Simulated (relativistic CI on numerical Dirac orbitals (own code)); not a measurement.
Calculated at this level of theory: Dirac-Coulomb-Breit CI, KLI orbitals optimised for each configuration, QED by a radiative potential, unscaled Slater integrals (own radial code, finite nucleus).

The strongest absorption lines from the ground level of an ion, among the configurations computed and to levels below about 40800 eV (vacuum wavelength in nm, gf): 0.03043 (0.01), 0.03080 (0.018), 0.03151 (0.037), 0.03155 (0.015), 0.03316 (0.1), 0.03328 (0.043), 0.03893 (0.5), 0.03950 (0.23).

**Question.** Which ion is it?
A. Eu LXII
B. Ag XLVI
C. Sb L
D. Cs LIV

**Answer.** D. Cs LIV has 2 electrons and the ground level 1s2 1S_0; the strongest line goes to 1s 2p 1P°_1. The pattern of lines fixes the number of electrons, and along that sequence the line energies rise steadily with the charge (about as its square where n changes within one kind of shell, about linearly where n is kept but much faster in heavy ions where fine structure, which grows about as Z⁴, sets the gap, and irregularly where shells cross), which fixes Z. Configurations outside the model, such as inner-shell arrays, can give stronger lines. At this charge energies of transitions that change n are usually good to better than 1 %, and those within a shell (Δn = 0) to a few per cent.

LS names give the leading component of a level, which can be under half, so a name can repeat, a term be missing and a line seem to break the LS rules.
